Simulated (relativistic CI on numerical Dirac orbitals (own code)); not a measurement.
## Hyperfine structure of Ge XVIII, mass number 73

Method of calculation: Dirac-Coulomb-Breit CI, KLI orbitals optimised for each configuration, QED by a radiative potential, unscaled Slater integrals (own radial code, finite nucleus).

Configuration list (outside the closed core [Ne]): 3s²3p³, 3s3p⁴, 3s²3p²3d, 3p⁵, 3s3p³3d, 3p⁴3d, 3s3p²3d², 3s²3p3d4p, 3s²3p²4s, 3p⁴4s, 3s²3p²4p, 3p⁴4p, 3s3p²3d4s, 3s²3p3d², 3s²3d³, 3s3p3d³, 3s²3d²4s, 3s²3d²4p, 3p³3d², 3p²3d³, 3p²3d²4s, 3p²3d²4p, 3s²3p3d4s, 3s3p3d²4s, 3s²3d4s², 3s²3d4s4p. Double excitations out of closed p, d and f shells are left out; levels of such configurations are missing from the list, as are those of other unlisted configurations, and high levels can miss mixing partners.

Nuclear spin I = 9/2, μ = -0.87824 μN, Q = -0.196 b (tables of Stone and Pyykkö). The electronic factors are computed for point nuclear moments, without core polarisation or the Bohr-Weisskopf and QED corrections.

```
        Level   E (eV)  A (MHz)  B (MHz)
3s²3p³ ²D°3/2   7.3510    -1623    -3490
3s²3p³ ²D°5/2   9.5405    -3742     17.4
3s²3p³ ²P°1/2  14.3949   -10580         
3s²3p³ ²P°3/2  18.0561    -2139     3980
  3s3p⁴ ⁴P5/2  50.3889    -8021    -2940
  3s3p⁴ ⁴P3/2  53.9961    -6459     2660
  3s3p⁴ ⁴P1/2  55.1825   -17270         
  3s3p⁴ ²D3/2  63.0123     1417     4330
```

Levels with J = 0, under 50 % of one LS term, or S terms without an open s electron are left out. Small factors come from cancelling terms and can be off by tens of per cent or more.

At this charge energies of transitions that change n are usually good to better than 1 %, and those within a shell (Δn = 0) to a few per cent.

(1) Give the hyperfine levels of 3s²3p³ ²D°5/2 relative to its centre of gravity.

Results:

(1) With K = F(F + 1) − I(I + 1) − J(J + 1), E = AK/2 + B[¾K(K + 1) − I(I + 1)J(J + 1)]/[2I(2I − 1)J(2J − 1)]: F = 2: 51460, F = 3: 40230, F = 4: 25260, F = 5: 6544, F = 6: -15910, F = 7: -42100 MHz.

LS names give the leading component of a level, which can be under half, so a name can repeat, a term be missing and a line seem to break the LS rules.
